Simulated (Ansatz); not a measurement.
Basis-set series for `CC(C)[O][Hf]([Cl])([Cl])[O]C(C)C`. The species carries charge 0 and has multiplicity 1. Hf takes the def2 core potential. All single points use the PBE0-D4/def2-TZVP geometry. It is one conformer, not always the lowest.

```
functional       basis  functions  energy (Eh)  HOMO (eV)  LUMO (eV)
   PBE0-D4    def2-SVP        250  -1354.93143      -8.37      -0.29
   PBE0-D4  def2-QZVPP       1097  -1355.73991      -8.39      -0.50
   ωB97M-V    def2-SVP        250  -1355.36571     -10.66       1.49
   ωB97M-V  def2-QZVPP       1097  -1356.18969     -10.72       0.82
```

Give the rows for def2-TZVPP. (Estimate.)

Ansatz gave: 
```json
{"functional": "PBE0-D4", "basis": "def2-TZVPP", "functions": "584", "energy (Eh)": "-1355.69117", "HOMO (eV)": "-8.37", "LUMO (eV)": "-0.45"}
{"functional": "ωB97M-V", "basis": "def2-TZVPP", "functions": "584", "energy (Eh)": "-1356.14303", "HOMO (eV)": "-10.69", "LUMO (eV)": "1.31"}
```

Positive LUMOs are unbound and depend on the basis.
